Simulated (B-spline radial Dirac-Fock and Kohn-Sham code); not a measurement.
## W⁶⁺ 5p1/2: cross section and angular parameters

System: tungsten as W⁶⁺ in the configuration 1s2 2s2 2p6 3s2 3p6 3d10 4s2 4p6 4d10 4f14 5s2 5p6; threshold 132.9 eV (orbital energy of the model). The computed values come from a radial finite-basis atomic code: Dirac-Hartree-Slater photoionisation with a Latter tail; cross sections with all multipoles, angular parameters from the dipole term and its interference with E2.

For linearly polarised light dσ/dΩ = σ/(4π) [1 + β P₂(cos θ) + (δ + γ cos²θ) sin θ cos φ], with θ from the polarisation vector and φ the angle between the beam and the projection of the electron momentum on the plane normal to the polarisation.

```tsv
hν (eV)	σ (kb)	β	γ	δ
158	94.1	0.403	0.377	-0.026
167	80.8	0.232	0.310	-0.017
200	55.0	-0.060	0.082	0.014
221	46.6	-0.088	-0.008	0.028
231	43.6	-0.072	-0.034	0.033
290	?	?	?	?
300	31.8	0.249	-0.039	0.048
324	29.3	0.373	0.001	0.047
388	24.6	0.657	0.117	0.041
600	16.0	1.191	0.344	0.020
641	14.9	1.251	0.361	0.017
800	11.8	1.415	0.380	0.009
971	9.48	1.520	0.354	0.004
1000	9.14	1.533	0.347	0.004
1240	6.94	1.613	0.277	0.000
3430	1.44	1.714	-0.015	-0.005
4910	0.735	1.684	0.090	-0.005
5840	0.520	1.660	0.196	-0.004
9251.7	0.195	1.576	0.631	0.007
11200	0.127	1.533	0.869	0.015
12000	0.108	1.516	0.962	0.019
13700	0.0789	1.482	1.150	0.028
```

**Question.** Give the values at 290 eV.

**Answer.** σ = 32.9 kb, β = 0.195, γ = -0.049, δ = 0.047.
